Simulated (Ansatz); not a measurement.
`Cl[BH][GaH2]` + HI → `[GaH2][I]` + `BCl` at 298.15 K and 1 bar (cleavage of the Ga–B bond).

Calculated with Ansatz (gas phase, PBE0-D4/def2-TZVP geometries, no zero-point term in ΔE). CBS: MP2 limit from def2 TZ/QZ plus the TZ coupled-cluster correction, frozen cores. This one scheme is used for every species. def2 core potentials past Kr. For Ga, I outer-core shells are correlated without core-valence functions, which leaves a few kJ/mol of doubt a bond. Scalar relativity is left out up to krypton.

```
       species  CCSD(T)/CBS energy (Eh)  H − E (kJ/mol)  S (J/(mol·K))
`Cl[BH][GaH2]`              -2410.30850            85.2          313.1
            HI               -298.03592            22.7          206.5
   `[GaH2][I]`              -2222.61527            48.8          284.1
         `BCl`               -485.78909            65.8          234.3
```

H − E and S are ideal-gas, rigid-rotor, harmonic terms from PBE0-D4/def2-TZVP. 1 Eh = 2625.50 kJ/mol, R = 8.31446 J/(mol·K).

Q: By hand: ΔE, ΔH, ΔS and ΔG.

A: ΔE = (-2222.61527) + (-485.78909) − (-2410.30850) − (-298.03592) = -0.05994 Eh = -157.4 kJ/mol. Δ(H − E) = 48.8 + 65.8 − 85.2 − 22.7 = 6.7, so ΔH = -150.7 kJ/mol. ΔS = 284.1 + 234.3 − 313.1 − 206.5 = -1.2 J/(mol·K). ΔG = -150.7 − 298.15 × (-1.2)/1000 = -150.3 kJ/mol.

Q: By hand: the equilibrium constant, and the temperature at which ΔG would vanish if ΔH and ΔS stayed fixed.

A: log₁₀ K = −ΔG/(RT ln 10) = 26.3. ΔG = 0 at ΔH/ΔS = 125583 K, far beyond where these terms or the molecules hold.

The number of gas molecules stays the same, so ΔS is small and ΔH decides. A doubt of 5 kJ/mol in ΔE shifts log₁₀ K by 0.9 here. These are equilibria of isolated gas molecules and say nothing of rates. Largest T1 diagnostic: 0.014 (customary marks: 0.02 for closed shells, 0.045 for open ones).
